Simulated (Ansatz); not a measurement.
A single point on C2H6OSi (`C[SiH2]C=O`).

```yaml
crystal:
  periodic: [false, false, false]
  atoms:
    - {symbol: C, position_ang: [-0.937126, -0.566359, -0.936431]}
    - {symbol: Si, position_ang: [-0.300540, 0.187770, 0.639859]}
    - {symbol: C, position_ang: [1.592550, 0.503918, 0.485056]}
    - {symbol: O, position_ang: [2.209168, 0.226124, -0.513810]}
    - {symbol: H, position_ang: [-0.425095, -1.509246, -1.138875]}
    - {symbol: H, position_ang: [-0.751221, 0.103114, -1.778708]}
    - {symbol: H, position_ang: [-2.010096, -0.759358, -0.875975]}
    - {symbol: H, position_ang: [-0.495923, -0.696662, 1.823075]}
    - {symbol: H, position_ang: [-0.934715, 1.500164, 0.949398]}
    - {symbol: H, position_ang: [2.136200, 0.959334, 1.349310]}
basis:
  gaussian: {orbitals: def2-QZVPP}
correlation: {method: mp2}
```

```sh
$ ansatz run in.yaml --threads 2 --pin off --events-out ev --progress --plain --max-ram 4352MiB
```

Shortened log:

```
Functional definition: HF
2501 factors; integrals over basis functions are off by at most 8.9e-4 eV
mean field evaluation 1: about -12053.0859 eV, gradient 4.1e1 eV
mean field evaluation 2: about -12053.1901 eV, gradient 4.2e1 eV
mean field evaluation 4: about -12057.2483 eV, gradient 5.1e0 eV
mean field evaluation 8: about -12057.3471 eV, gradient 4.4e-1 eV
mean field evaluation 16: about -12057.3488 eV, gradient 2.9e-6 eV
mean field -12057.34883519 eV, -443.0993969287 hartree, gradient 2.9e-6 eV, S^2 0.000000; 0 other end points of the search recorded, 0 dependent functions left out
8 core orbitals not correlated: weight in the atoms' cores, before any rotation towards them, 1.000 or more for the frozen orbitals, at most 0.000 for the correlated occupied ones
reference -12057.34883519 eV, -443.0993969287 hartree; 12, 12 occupied and 401, 401 virtual orbitals, 2501 factors
second order -20.08362003 eV of doubles, -0.00000000 eV of singles
Total energy: -12077.43245522 eV, -443.8374563517 hartree
```

It took 27 s on 2 threads of an Arm Neoverse V2 on a shared host, with 2.1 GiB of host memory at the peak.
